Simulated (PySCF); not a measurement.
Atoms are numbered as in `[O:1]=[C:2]=[N:3][SiH:4]1[CH2:5][CH2:6][CH2:7][CH2:8][CH2:9]1`. Hydrogens are named by the atom that carries them. Ha(C5), Ha(C6), Ha(C7), Ha(C8), Ha(C9) are cis to N3 on the ring; Hb(C5), Hb(C6), Hb(C7), Hb(C8), Hb(C9) are trans to N3 on the ring.

- GIAO B3LYP/pcSseg-1 shieldings
- coordinates at the PBE0-D3(BJ)/def2-SVP level
- program: PySCF 2.14
- one conformer, in vacuum, no relativistic terms, averaged over atoms made equivalent by symmetry, fast rotation or ring inversion

Chemical shifts δ = σref − σ; TMS for ¹³C (179.24 ppm) and ¹H (31.38 ppm) and ²⁹Si (337.86 ppm); ¹⁷O (334.04 ppm) against H2O; NH3 for ¹⁵N (263.54 ppm), all at this level.

| atoms | nucleus | count | δ (ppm) |
| --- | --- | --- | --- |
| C7 | ¹³C | 1 | 32.7 |
| N3 | ¹⁵N | 1 | 44.2 |
| C5/C9 | ¹³C | 2 | ? |
| Hb(C5)/Hb(C9) | ¹H | 2 | 1.05 |
| Ha(C6)/Ha(C8) | ¹H | 2 | 1.94 |
| Si4 | ²⁹Si | 1 | -30.3 |
| Hb(C6)/Hb(C8) | ¹H | 2 | 1.19 |
| Hb(C7) | ¹H | 1 | 1.58 |
| C6/C8 | ¹³C | 2 | ? |
| Ha(C5)/Ha(C9) | ¹H | 2 | ? |
| C2 | ¹³C | 1 | 125.4 |
| O1 | ¹⁷O | 1 | ? |
| Ha(C7) | ¹H | 1 | 1.05 |
| H(Si4) | ¹H | 1 | 4.63 |

Problem. Estimate the values marked ?.

Solution. 
- C6/C8: 27.5 ppm, sp3 CH2 in a ring; aliphatic region, no heteroatom directly attached
- C5/C9: 17.0 ppm, sp3 CH2 bonded to Si
- Ha(C5)/Ha(C9): 0.59 ppm, hydrogen on an sp3 CH2 bonded to Si; an electropositive neighbour shields it, as in TMS itself
- O1: 139.2 ppm, carbonyl oxygen

Shifts are as computed. Against solution values, carbons near 30 ppm lie about +2 ppm off and those near 130 ppm about +6 ppm. Of 1211 compounds with measured shifts, 218 miss one by over three times the rms of a fit or turn the order of signals round; such compounds aren't used in these exercises. Experimental scales use liquid or dissolved standards, which lie at an offset from isolated NH3 (liquid NH3: subtract about 20 ppm) and H2O (liquid H2O: subtract about 36 ppm).
